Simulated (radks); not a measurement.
Results of a calculation; reference values are marked as such.
Problem. Coulomb parameter of the 5d shell of the osmium ion Os3+ in the model configuration [Xe] 4f14 5d4 6s1, as a second difference U = [E(n + 0.5) + E(n - 0.5) - 2 E(n)] / (0.5)^2 with all orbitals relaxed. "Bare": the charge of the atom changes with n. "Screened": the 6s shell takes up the change at fixed total charge, which measures U(5d,5d) + U(6s,6s) - 2 U(5d,6s). Level of theory: Dirac Kohn-Sham, BLYP, spin-unpolarised, spherical densities, finite nucleus; open shells are shared between the two j in proportion to 2j + 1; Fermi nuclear charge, rms radius 5.4126 fm (a radial shooting solver on a logarithmic mesh with Libxc functionals). Estimate both.

Solution. U(bare) = 12.897 eV, U(screened by 6s) = 1.239 eV.
